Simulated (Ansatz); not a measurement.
Ansatz (a quantum-chemistry and plane-wave program) input:

Ansatz 0.2 input:
```yaml
crystal:
  periodic: [false, false, false]
  atoms:
    - {symbol: Ag, position_ang: [-0.00000000, -0.00000000, -1.29830898]}
    - {symbol: Ag, position_ang: [0.00000000, 0.00000000, 1.29830898]}
basis:
  gaussian:
    orbitals: def2-SVPD
magnetization: {spin_polarized: false}
correlation: {method: ccsd_t, electrons: outside_noble_gas}
output: {forces: true}
```

Predict the final energy.

-292.68424 Eh (CCSD(T)/def2-SVPD). The basis has 68 functions. The run takes very roughly 23 core-seconds.
